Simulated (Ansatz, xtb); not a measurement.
**C3H9OSi: where a starting geometry ends**

The starting geometry of this gas-phase doublet was built from a drawn formula by distance geometry and a force field; its bonds are those of `[O]CCC[SiH3]`.

```xyz
14

C    -1.8700    1.0315    0.7774
C    -0.4652    1.5766    0.6964
C     0.6650    0.5164    0.7641
O    -2.2302    0.5302   -0.4054
Si    1.0611   -0.5142   -0.7197
H    -2.5032    1.9075    1.1417
H    -1.9228    0.3567    1.6806
H    -0.2845    2.2409   -0.1776
H    -0.2424    2.2186    1.5542
H     1.6007    1.0387    1.0496
H     0.4406   -0.1680    1.6550
H     0.1797   -1.6806   -0.9822
H     1.2697    0.3608   -1.9462
H     2.4308   -1.0998   -0.5434
```

**Question.** Where would you expect an optimisation with r2SCAN-D4/def2-SVP to take it?

**Answer.** It keeps its bonds, and is `[O]CCC[SiH3]`.

The energy falls by 0.47 eV over 14 steps:

| step | E − E(last) (eV) |
| --- | --- |
| 1 | 0.467 |
| 2 | 0.150 |
| 4 | 0.025 |
| 5 | 0.013 |
| 7 | 0.005 |
| 8 | 0.003 |
| 10 | 0.001 |
| 11 | 0.000 |
| 13 | 0.000 |
| 14 | 0.000 |

Final geometry (Å):

| atom | x (Å) | y (Å) | z (Å) |
| --- | --- | --- | --- |
| C | -1.7324 | 1.0322 | 0.6235 |
| C | -0.3534 | 1.6380 | 0.8673 |
| C | 0.7662 | 0.5939 | 0.8500 |
| O | -1.8637 | 0.3756 | -0.5548 |
| Si | 0.9157 | -0.5089 | -0.6936 |
| H | -2.5567 | 1.7752 | 0.7475 |
| H | -1.9721 | 0.2718 | 1.4137 |
| H | -0.1754 | 2.3955 | 0.0829 |
| H | -0.3672 | 2.1829 | 1.8287 |
| H | 1.7417 | 1.0990 | 0.9615 |
| H | 0.6800 | -0.0741 | 1.7284 |
| H | -0.0639 | -1.6343 | -0.7230 |
| H | 0.8274 | 0.2923 | -1.9501 |
| H | 2.2832 | -1.1239 | -0.6375 |

From the same start GFN2-xTB ends elsewhere, at `[CH2]CCO[SiH3]`.

No frequencies were run, so the end isn't proven a minimum. Open shells are spin-unrestricted. Run with Ansatz 0.2.0, 3.6 min on 2 threads of Arm Neoverse V1, with other jobs on the host.
